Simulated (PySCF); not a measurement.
Two species compared at the same levels of theory.

First species: C5H5F3O2.
SMILES with atom numbers: `[CH3:1][C@@H:2]1[O:3][C:4](=[O:5])[C@H:6]1[C:7]([F:8])([F:9])[F:10]` (hydrogens: H11, H12, H13 on C1; H14 on C2; H15 on C6)

Structure used (GFN2-xTB), in Å, numbered top down from 1:
```xyz
15
C5H5F3O2 angstrom
C      1.9345   -0.5840    0.2406
C      0.6534   -0.2587   -0.4914
O      0.7365    0.9620   -1.2697
C     -0.2695    1.5516   -0.6000
O     -0.7619    2.6177   -0.7278
C     -0.4901    0.3542    0.3453
C     -1.8309   -0.3425    0.2622
F     -2.2158   -0.5625   -1.0007
F     -2.8035    0.3439    0.8620
F     -1.7842   -1.5501    0.8562
H      2.2527    0.2631    0.8437
H      1.7773   -1.4472    0.8818
H      2.7173   -0.8125   -0.4774
H      0.3380   -1.0821   -1.1388
H     -0.2583    0.5551    1.3921
```

Second species: C6H8ClF.
Cartesian coordinates in Å at the GFN2-xTB level; atoms count from 1:
```xyz
16
C6H8ClF angstrom
C      2.4224    0.6736    0.1327
C      1.5392   -0.2721   -0.1244
C      0.3465   -0.5737    0.7368
C     -0.9247   -0.3774   -0.0441
C     -1.7101   -1.3617   -0.4509
C     -1.2315    1.0568   -0.3485
F     -2.2001    1.2020   -1.2864
Cl    -1.8020    1.8810    1.1480
H      2.3446    1.3010    1.0059
H      3.2655    0.8562   -0.5114
H      1.6331   -0.8908   -1.0074
H      0.3962   -1.6105    1.0749
H      0.3455    0.0824    1.6096
H     -1.4773   -2.3894   -0.2334
H     -2.6059   -1.1768   -1.0180
H     -0.3489    1.6084   -0.6946
```

Levels: PBE0/def2-SVPD for dipole moment, HOMO energy, LUMO energy, HOMO–LUMO gap, static isotropic polarisability and electronic spatial extent ⟨r²⟩ about the centre of nuclear charge; TDDFT PBE0/def2-SVPD for lowest singlet excitation; TDA PBE0/def2-SVPD for lowest triplet excitation (Tamm–Dancoff); GFN2-xTB for rotational constant A and rotational constant C. Geometries: GFN2-xTB. All species are isolated and taken at one optimised geometry, non-relativistic unless stated. Electronic properties by PySCF.

Dipoles, sizes and rotational constants follow the conformer. The torsions of the flexible species, by atom-mapped SMILES:
- `[CH3:1][C@@H:2]1[O:3][C:4](=[O:5])[C@H:6]1[C:7]([F:8])([F:9])[F:10]`: C4–C6–C7–F8 45°
- `[CH2:1]=[CH:2][CH2:3][C:4](=[CH2:5])[C@@H:6]([F:7])[Cl:8]`: C1–C2–C3–C4 119°, C2–C3–C4–C5 109°, C3–C4–C6–F7 166°

Values for the first species:

| Property | Result |
| --- | --- |
| Dipole moment | 4.36 D |
| HOMO energy | -8.76 eV |
| LUMO energy | -0.57 eV |
| HOMO–LUMO gap | 8.19 eV |
| Lowest singlet excitation | 5.91 eV |
| Lowest triplet excitation (Tamm–Dancoff) | 5.37 eV |
| Static isotropic polarisability | 65.3 au |
| Electronic spatial extent ⟨r²⟩ about the centre of nuclear charge | 1320 bohr² |
| Rotational constant A | 1.846 GHz |
| Rotational constant C | 0.871 GHz |

Estimate the same properties for the second species, and the change in each.

```json
{"property": "dipole moment", "first": "4.36 D", "second": "2.39 D", "second less first": "-1.97 D"}
{"property": "HOMO energy", "first": "-8.76 eV", "second": "-7.84 eV", "second less first": "+0.92 eV"}
{"property": "LUMO energy", "first": "-0.57 eV", "second": "-0.94 eV", "second less first": "-0.37 eV"}
{"property": "HOMO–LUMO gap", "first": "8.19 eV", "second": "6.90 eV", "second less first": "-1.29 eV"}
{"property": "lowest singlet excitation", "first": "5.91 eV", "second": "5.99 eV", "second less first": "+0.08 eV"}
{"property": "lowest triplet excitation (Tamm–Dancoff)", "first": "5.37 eV", "second": "4.15 eV", "second less first": "-1.22 eV"}
{"property": "static isotropic polarisability", "first": "65.3 au", "second": "87.9 au", "second less first": "+22.6 au"}
{"property": "electronic spatial extent ⟨r²⟩ about the centre of nuclear charge", "first": "1320 bohr²", "second": "1284 bohr²", "second less first": "-36 bohr²"}
{"property": "rotational constant A", "first": "1.846 GHz", "second": "2.149 GHz", "second less first": "+0.303 GHz"}
{"property": "rotational constant C", "first": "0.871 GHz", "second": "0.964 GHz", "second less first": "+0.093 GHz"}
```

On the first: The 6 singlets span 5.91 to 8.69 eV, and their oscillator strengths add up to 0.12. The principal polarisabilities are 55.2, 65.3 and 75.5 au; their mean is the isotropic value.

On the second: In atomic units the dipole is 0.94 e·bohr (1 au = 2.5417 D). The principal polarisabilities are 70.4, 86.7 and 106.7 au; their mean is the isotropic value.
